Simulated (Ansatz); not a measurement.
Cartesian coordinates in Å:
```
N -0.027 -0.653 0.451
Sn 0.073 -0.120 -1.478
Br 0.062 2.371 -0.963
H -0.060 0.010 1.212
H -0.049 -1.607 0.778
```

The species carries charge 0 and has multiplicity 1. Sn takes the def2 core potential.

List the PBE/def2-TZVPP orbital energies in eV (the Gaussian-basis code of Ansatz). (Estimate.)

The calculation gave: Occupied: -13088.14, -1681.27, -1515.63, -1515.59, -1515.58, -380.36, -228.05, -170.18, -170.05, -170.02, -133.36, -89.40, -89.29, -89.14, -66.85, -66.82, -66.80, -66.70, -66.70, -25.82, -25.76, -25.74, -25.63, -25.56, -20.70, -18.28, -12.09, -12.00, -8.47, -7.04, -6.85, -6.30, -6.30. Lowest empty: -2.81, -1.39, -0.50, 1.24, 1.59, 2.28, 2.98, 3.14.
